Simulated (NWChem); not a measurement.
# C₃H₅NO; SMILES C1=NCCO1

```xyz
10

C      1.1508     0.0660     0.0000
N      0.5183     1.1605     0.0000
C     -0.8955     0.8038     0.0000
C     -0.9148    -0.7405     0.0000
O      0.4733    -1.0961     0.0000
H      2.2400    -0.0402     0.0000
H     -1.3916     1.2361     0.8842
H     -1.3916     1.2361    -0.8842
H     -1.3870    -1.1779    -0.8929
H     -1.3870    -1.1779     0.8929
```
Atoms are numbered in this order, from 1.

Level: PBE0/def2-SVP (NWChem), optimised geometry, unscaled harmonic frequencies. 

```
frequency (cm⁻¹)  IR intensity (km/mol)
----------------  ---------------------
90                                  0.0
506                                27.5
755                                10.7
826                                 0.2
904                                 3.9
963                                 3.6
978                                 4.9
1009                               31.1
1029                               34.2
1116                                0.5
1176                              169.1
1218                                3.4
1240                                0.1
1304                                2.0
1326                                5.4
1384                               11.4
1473                                1.6
1503                                3.9
1768                              152.8
3069                               29.9
3085                               32.9
3114                                4.5
3145                               26.1
3240                                4.8
```

The zero-point energy is 51.8 kcal/mol, the thermal correction to the enthalpy at 298.15 K (with zero-point energy) is 55.0 kcal/mol and the heat capacity Cv comes out as 14.0 cal/(mol K). The entropy at 298.15 K and 1 atm (symmetry number 1) is 68.6 cal/(mol K) and the dipole moment is 1.74 D.

Rigid rotor and harmonic oscillator; modes under 100 cm⁻¹ make the entropy uncertain.
